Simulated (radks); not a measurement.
Question: Spherical quantum dot in the effective-mass picture: electrons in a hard-walled sphere of radius 5.21, all in effective atomic units (hartree* = m*/eps^2 hartree, bohr* = eps/m* bohr), one dielectric constant everywhere. Method: non-relativistic Kohn-Sham, exchange-only LDA, spin-polarised, spherical densities; computed with a radial shooting solver with Libxc functionals. Levels are named by radial order and angular momentum (1s, 1p, 1d, 2s, ...), and open shells are averaged over m. At N = 17 the configuration is 1s2 1p6 1d(up 5, down 4). Does electron 18 go into 1f down or 1f up or 1d down?

Answer: Into 1d down. The total energies of the other choices lie higher by 0.210 hartree* (1f up), 0.223 hartree* (1f down).
